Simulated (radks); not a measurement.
Exchange energies: the exact (Fock) value of the Kohn-Sham orbitals and density-functional approximations, as 100 (|E| - |E exact|)/|E exact|, negative where the magnitude is too small. Species: Lu2+ [Xe] 4f14 6s1; Ge2+ [Ar] 3d10 4s2; Dy59+ [He] 2s2 2p3; Xe3+ [Kr] 4d10 5s2 5p3. Method: non-relativistic Kohn-Sham, PBE, spin-polarised, spherical densities, point nucleus; computed with a radial shooting solver on a logarithmic mesh with Libxc functionals. Every spin shell is full or empty, so the densities are truly spherical. Functionals are evaluated on that one density, not self-consistently.

| functional | Lu2+ | Ge2+ | Dy59+ | Xe3+ |
|---|---|---|---|---|
| exact (hartree) | -282.129 | -76.8481 | -82.4088 | -178.151 |
| LDA | -3.82 | -5.64 | -9.46 | -4.73 |
| B88 | +0.30 | +0.27 | -0.31 | +0.01 |
| PW91 | +0.27 | +0.22 | -0.63 | -0.02 |
| OPTX | +1.97 | +0.96 | +0.02 | +1.30 |
| AM05 | -3.59 | -5.13 | -7.89 | -4.42 |
| SOGGA | -1.68 | -2.46 | -4.30 | -2.23 |
| B86b | +0.24 | +0.28 | -0.33 | -0.02 |
| G96 | +0.68 | +0.51 | -0.09 | +0.35 |
| EV93 | -0.25 | +0.34 | +1.78 | -0.34 |
| APBE | +0.50 | +0.67 | +0.18 | +0.28 |
| SCAN | +0.25 | +0.37 | +0.01 | +0.14 |
| Tao-Mo | -0.62 | -0.44 | -0.31 | -0.83 |
| TASK | -1.79 | -2.45 | -2.52 | -2.20 |
